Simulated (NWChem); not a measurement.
System: C₂H₇BO; SMILES CB(C)O

Here is an NWChem input.

```
start job
memory heap 200 mb stack 900 mb global 1100 mb
geometry units angstroms noautosym nocenter noautoz
  B      0.074561    -0.014946    -0.002880
  C     -0.679536     1.376068    -0.011400
  H     -1.473714     1.401331     0.752697
  H     -1.193766     1.504162    -0.980203
  H     -0.031110     2.254734     0.139003
  C     -0.706195    -1.382954     0.008629
  H     -1.141078    -1.539776     1.012118
  H     -0.058963    -2.243877    -0.212954
  H     -1.557265    -1.381303    -0.691243
  O      1.433944    -0.082407    -0.000360
  H      1.847313     0.786976     0.016442
end
basis spherical
  * library sto-3g
end
dft
  xc b3lyp
  iterations 150
end
property
  response 1 0.0773
end
task dft property
```

STO-3G and 3-21G are far too small for this property and stand as cheap habits. Coordinates come from a PBE0/def2-SVP optimisation.

Field at 589 nm.

Predict the main results of this run. (B3LYP/STO-3G.) Quantities: isotropic polarisability (bohr³); anisotropy (bohr³).


| Quantity | Value |
|---|---|
| isotropic polarisability (bohr³) | 19.8 |
| anisotropy (bohr³) | 10.2 |
